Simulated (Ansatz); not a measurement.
One change: `CC(C)B(O)O` becomes `C[CH](C)[Ga]([OH])[OH]`.

Ansatz, PBE0-D4/def2-TZVP geometries, multiplicity 1. Each molecule was computed in one conformer, which needn't be the lowest.

Scalar relativity is left out up to krypton.

| property | `CC(C)B(O)O` |
| --- | --- |
| HOMO–LUMO gap (B3LYP/def2-TZVPP) / eV | 8.47 |
| HOMO energy (PBE/def2-TZVPP) / eV | -6.92 |
| HOMO energy (PBE0/def2-TZVPP) / eV | -8.33 |
| LUMO energy (B3LYP/def2-TZVPP) / eV | 0.31 |
| size of the dipole moment (ωB97M-V/def2-TZVPP) / D | 1.25 |
| size of the dipole moment (PBE/def2-TZVPP) / D | 1.18 |

(1) Give the same properties after the change, and the shifts. (Best estimate.)

Results:

(1) Computed: 
| property | `C[CH](C)[Ga]([OH])[OH]` | shift |
| --- | --- | --- |
| HOMO–LUMO gap (B3LYP/def2-TZVPP) / eV | 6.99 | -1.48 |
| HOMO energy (PBE/def2-TZVPP) / eV | -6.46 | 0.46 |
| HOMO energy (PBE0/def2-TZVPP) / eV | -7.73 | 0.60 |
| LUMO energy (B3LYP/def2-TZVPP) / eV | -0.55 | -0.86 |
| size of the dipole moment (ωB97M-V/def2-TZVPP) / D | 2.29 | 1.04 |
| size of the dipole moment (PBE/def2-TZVPP) / D | 2.16 | 0.98 |

With PBE0 the HOMO rises by 0.60 eV and the LUMO falls by 0.87 eV, so the gap narrows by about 1.47 eV. PBE moves the HOMO by 0.46 eV and ωB97M-V by 0.70 eV. Dipoles are sizes alone; their direction can turn.

B3LYP here is the variant with VWN-RPA as its local correlation; programs differ in this.
